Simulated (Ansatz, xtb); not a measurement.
## Two isomers of C2H10FNSi2

We compare X, `CN([SiH3])[Si@H](C)F`, a singlet, with Y, `CCN([SiH3])[SiH2]F`, a singlet. Both are isolated molecules in the gas phase, relaxed with PBE-D3(BJ)/def2-SVP, each in the lowest conformer that the search found.

X (Å):

```xyz
16

C     1.8915    1.1084   -1.9782
C    -1.1180    0.1238    1.0055
F    -1.4718    0.1407   -1.8058
N     1.1784    0.3549   -0.9351
Si    2.0383   -1.0448   -0.2980
Si   -0.4902    0.7630   -0.6343
H     1.9241    0.5692   -2.9519
H     2.9407    1.3197   -1.6743
H     1.4010    2.0883   -2.1570
H     3.3648   -0.6038    0.2669
H     1.2085   -1.6791    0.7786
H     2.3257   -2.0655   -1.3710
H    -0.6050    2.2530   -0.7738
H    -0.4836    0.4692    1.8461
H    -1.1577   -0.9830    1.0286
H    -2.1476    0.5017    1.1702
```

Y (Å):

```xyz
16

C     0.2040   -1.8349   -0.1188
C    -0.4793   -1.1519    1.0656
F    -2.9561    1.3759    1.5836
N    -0.4199    0.3264    1.0010
Si    1.0245    1.1226    1.6303
Si   -1.8141    1.1807    0.4164
H     0.1458   -2.9387   -0.0264
H    -0.2800   -1.5408   -1.0721
H     1.2746   -1.5533   -0.1826
H    -1.5423   -1.4736    1.1218
H    -0.0220   -1.4972    2.0208
H     2.2614    0.7308    0.8631
H     0.8144    2.6036    1.5138
H     1.2518    0.7370    3.0696
H    -1.4010    2.5463   -0.0317
H    -2.4685    0.3621   -0.6561
```

Task: Estimate E(Y) − E(X) at the level CCSD(T)/def2-SVP + ΔMP2/def2-TZVPP.

Result: Calculated at CCSD(T)/def2-SVP + ΔMP2/def2-TZVPP: E(Y) − E(X) = +9.6 kcal/mol, so structure X lies lower.

The same difference at several levels:

| level | geometry | E(Y) − E(X) (kcal/mol) | departure from the last row (kcal/mol) | job, with rough time for the two |
| --- | --- | --- | --- | --- |
| PBE-D3(BJ)/def2-SVP | PBE-D3(BJ)/def2-SVP | +9.2 | −0.3 | optimisation, 35 s |
| HF/def2-SVP | PBE-D3(BJ)/def2-SVP | +8.2 | −1.3 | part of the CCSD(T) run |
| MP2/def2-SVP | PBE-D3(BJ)/def2-SVP | +7.6 | −2.0 | part of the CCSD(T) run |
| CCSD(T)/def2-SVP | PBE-D3(BJ)/def2-SVP | +7.0 | −2.5 | single point |
| CCSD(T)/def2-SVP + ΔMP2/def2-TZVPP | PBE-D3(BJ)/def2-SVP | +9.6 |  | single point, 45 s |

As drawn, Y has 1 C–C, 1 Si–H in place of 1 C–Si, 1 C–H.

The levels shown agree on the order. The largest departure from CCSD(T)/def2-SVP + ΔMP2/def2-TZVPP is that of CCSD(T)/def2-SVP, 2.5 kcal/mol. Levels run at GFN2-xTB geometries aren't shown. The last row adds to CCSD(T) the change of the MP2 difference between the two basis sets, here +2.5 kcal/mol.

With thermal terms from frequencies at re-optimised GFN2-xTB minima (ideal gas, soft modes damped towards free rotors, one conformer each, 298.15 K, 1 atm): the zero-point term adds −0.2 kcal/mol; ΔH is +8.8 and ΔG +9.9 kcal/mol.

The correlated steps freeze 14 core orbitals. Mirror images aren't counted in ΔG. Run with Ansatz 0.2.0, xtb 6.7.1; the last row on 4 threads of Arm Neoverse V2 on a shared host.
